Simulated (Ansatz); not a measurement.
Reaction (redistribution): `[CH3][Sn][OH]` + `C[S][GeH2][CH3]` → `[CH3][Sn][CH3]` + `C[S][GeH2][OH]`

Isolated molecules relaxed with PBE0-D4/def2-TZVP in Ansatz; ΔE leaves out vibrations. CBS: MP2 limit from def2 TZ/QZ plus the TZ coupled-cluster correction, frozen cores. DFT in def2-TZVPP. B3LYP here is the variant with VWN-RPA as its local correlation; programs differ in this. def2 core potentials past Kr. For Ge, Sn outer-core shells are correlated without core-valence functions, which leaves a few kJ/mol of doubt a bond. Scalar relativity is left out up to krypton. Each species was taken in one conformer, which may not be the lowest.

(1) Is it downhill or uphill in electronic energy at CCSD(T)/CBS, and by how much? (Best estimate.)

(2) What do these levels give: r2SCAN-D4, ωB97X-V, B2PLYP, PBE, r2SCAN, B3LYP, MP2/def2-TZVPP, HF/def2-QZVPP, SCS-MP2/def2-QZVPP, HF/CBS(def2), MP2/CBS(def2), CCSD/CBS(def2)? (Best estimate.)

Largest T1 diagnostic among the species: 0.016.

Answers

(1) Ansatz gave: Uphill: ΔE = +59.8 kJ/mol.

(2) Computed: r2SCAN-D4 61.2, ωB97X-V 59.2, B2PLYP 59.2, PBE 62.5, r2SCAN 61.0, B3LYP 59.7, MP2/def2-TZVPP 56.6, HF/def2-QZVPP 46.6, SCS-MP2/def2-QZVPP 57.7, HF/CBS(def2) 46.6, MP2/CBS(def2) 62.0, CCSD/CBS(def2) 58.6 kJ/mol.

In def2-TZVPP, CCSD(T) changes the Hartree–Fock value by +8.1 kJ/mol (the triples alone add +1.2 kJ/mol) and MP2 by +10.3 kJ/mol. From PBE to PBE0 (25 % exact exchange), in def2-TZVPP and without D4, ΔE moves by −5.1 kJ/mol.
